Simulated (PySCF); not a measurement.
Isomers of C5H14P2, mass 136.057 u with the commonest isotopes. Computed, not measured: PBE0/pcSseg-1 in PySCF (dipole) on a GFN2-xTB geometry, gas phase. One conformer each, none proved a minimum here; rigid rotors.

Task: Order these by out-of-plane moment Σ m c² = (Ia + Ib − Ic)/2, smallest first.
A. `[CH3:1][CH:2]([CH3:3])[CH2:4][PH:5][CH2:6][PH2:7]` with C1–C2–C4–P5 176°, C2–C4–P5–C6 -176°, C4–P5–C6–P7 -169°, P5–C6–P7–H 49° and -43°
B. `[CH3:1][CH2:2][P:3]([CH2:4][CH3:5])[CH2:6][PH2:7]` with C1–C2–P3–C4 86°, C2–P3–C4–C5 -177°, C2–P3–C6–P7 90°, P3–C6–P7–H -42° and 50°
C. `[CH3:1][CH2:2][CH2:3][P:4]([CH3:5])[CH2:6][PH2:7]` with C1–C2–C3–P4 -175°, C2–C3–P4–C5 -71°, C3–P4–C6–P7 56°, P4–C6–P7–H 87° and 180°
D. `[CH3:1][CH2:2][CH2:3][PH:4][CH2:5][CH2:6][PH2:7]` with C1–C2–C3–P4 58°, C2–C3–P4–C5 74°, C3–P4–C5–C6 159°, P4–C5–C6–P7 59°, C5–C6–P7–H 39° and -53°

Result: A (20.19 u·Å²), B (28.77 u·Å²), D (54.51 u·Å²), C (62.42 u·Å²).

Task: Order these by rotational constant C, smallest first.
A. `[CH3:1][CH2:2][CH2:3][P:4]([CH3:5])[CH2:6][PH2:7]` with C1–C2–C3–P4 -175°, C2–C3–P4–C5 -71°, C3–P4–C6–P7 56°, P4–C6–P7–H 87° and 180°
B. `[CH3:1][CH2:2][P:3]([CH2:4][CH3:5])[CH2:6][PH2:7]` with C1–C2–P3–C4 86°, C2–P3–C4–C5 -177°, C2–P3–C6–P7 90°, P3–C6–P7–H -42° and 50°
C. `[CH3:1][CH2:2][CH2:3][PH:4][CH2:5][CH2:6][PH2:7]` with C1–C2–C3–P4 58°, C2–C3–P4–C5 74°, C3–P4–C5–C6 159°, P4–C5–C6–P7 59°, C5–C6–P7–H 39° and -53°
D. `[CH3:1][CH:2]([CH3:3])[CH2:4][PH:5][CH2:6][PH2:7]` with C1–C2–C4–P5 176°, C2–C4–P5–C6 -176°, C4–P5–C6–P7 -169°, P5–C6–P7–H 49° and -43°

Result: D (565.6 MHz), C (690.3 MHz), B (769.6 MHz), A (800.2 MHz).

Task: Order these by dipole moment, largest first.
A. `[CH3:1][CH2:2][P:3]([CH2:4][CH3:5])[CH2:6][PH2:7]` with C1–C2–P3–C4 86°, C2–P3–C4–C5 -177°, C2–P3–C6–P7 90°, P3–C6–P7–H -42° and 50°
B. `[CH3:1][CH2:2][CH2:3][PH:4][CH2:5][CH2:6][PH2:7]` with C1–C2–C3–P4 58°, C2–C3–P4–C5 74°, C3–P4–C5–C6 159°, P4–C5–C6–P7 59°, C5–C6–P7–H 39° and -53°
C. `[CH3:1][CH2:2][CH2:3][P:4]([CH3:5])[CH2:6][PH2:7]` with C1–C2–C3–P4 -175°, C2–C3–P4–C5 -71°, C3–P4–C6–P7 56°, P4–C6–P7–H 87° and 180°

Result: B (2.36 D), A (1.80 D), C (0.48 D).

```json
{"SMILES": "CCP(CC)CP", "point group": "C1", "Ia (u·Å²)": "276.75", "Ib (u·Å²)": "437.46", "Ic (u·Å²)": "656.67", "κ": "-0.27", "μa (D)": "1.57", "μb (D)": "0.09", "μc (D)": "0.87"}
{"SMILES": "CCCP(C)CP", "point group": "C1", "Ia (u·Å²)": "206.10", "Ib (u·Å²)": "550.33", "Ic (u·Å²)": "631.58", "κ": "-0.86", "μa (D)": "0.42", "μb (D)": "0.03", "μc (D)": "0.22"}
{"SMILES": "CC(C)CPCP", "point group": "C1", "Ia (u·Å²)": "94.55", "Ib (u·Å²)": "839.40", "Ic (u·Å²)": "893.57", "κ": "-0.98", "μa (D)": "1.54", "μb (D)": "0.46", "μc (D)": "0.61"}
{"SMILES": "CCCPCCP", "point group": "C1", "Ia (u·Å²)": "147.44", "Ib (u·Å²)": "693.65", "Ic (u·Å²)": "732.07", "κ": "-0.97", "μa (D)": "1.66", "μb (D)": "1.30", "μc (D)": "1.05"}
```
